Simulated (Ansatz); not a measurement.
Two structures of GeH₂F₄, singlet, reached by relaxing down either side of one saddle point (PBE0-D4/def2-TZVP). Energies are electronic, without zero-point energy. Computed with Ansatz 0.2.0 (basis: def2-TZVPP and def2-QZVPP); correlated methods freeze the cores. Filled d shells of the heavier atoms are correlated. The def2 sets are not built for correlating such inner shells, so the correlated values are less sure here. Extrapolation: Hartree–Fock as exp(−7.88 √X), correlation as X^−2.97. First:

```
7
angstrom
Ge -0.6883 0.1983 0.4021
H 0.2876 0.3919 1.5409
F -0.2648 -1.1189 -0.6310
F -0.8479 1.5453 -0.6282
F -2.2626 -0.1779 0.9434
H 1.6025 -0.7354 -0.9970
F 2.1735 -0.1032 -0.6302
```

Second:

Ge1  (-0.803, -0.031, -0.735)
H2  (1.760, 0.114, 2.115)
F3  (-1.602, -1.416, -1.287)
F4  (-1.441, 1.333, -1.506)
F5  (-1.022, 0.115, 0.936)
H6  (2.262, 0.040, 1.568)
F7  (0.846, -0.155, -1.091)
(Å)

**Question.** Which bonds change from the first to the second?

**Answer.** GeHF₃ ([F][GeH]([F])[F]) + HF → GeF₄ ([F][Ge]([F])([F])[F]) + H₂; bonds formed: Ge1–F7, H2–H6; bonds broken: Ge1–H2, H6–F7.

**Question.** Give the saddle point's structure and its height above each. (Judge from chemistry; the value comes from the calculation.)

**Answer.** By the calculation: 1.982 eV above the first and 2.020 eV above the second (CCSD(T) at an estimated basis limit (MP2 extrapolated from triple and quadruple zeta, plus CCSD(T) − MP2 in triple zeta)).
| atom | x (Å) | y (Å) | z (Å) |
| --- | --- | --- | --- |
| Ge1 | -0.4109 | 0.0132 | -0.0805 |
| H2 | 0.8796 | 0.0555 | 1.1214 |
| F3 | -0.9398 | -1.4635 | -0.7276 |
| F4 | -0.7953 | 1.4032 | -0.9744 |
| F5 | -1.4387 | 0.1817 | 1.2848 |
| H6 | 1.3963 | -0.0431 | 0.2977 |
| F7 | 1.3088 | -0.1469 | -0.9216 |

No T1 diagnostic of these runs exceeds 0.014.

Labels in which every atom is bracketed show which atoms are joined, not bond orders.

For scale, one of the runs: CCSD(T)/def2-TZVPP, 200 basis functions, launched by `ansatz run in.yaml --threads 4 --pin off --events-out ev --progress --plain --max-ram 9574MiB`. Hardware: 4 CPU threads of an Arm Neoverse V2, shared host. Wall time 2 min; peak host memory 2.9 GiB.
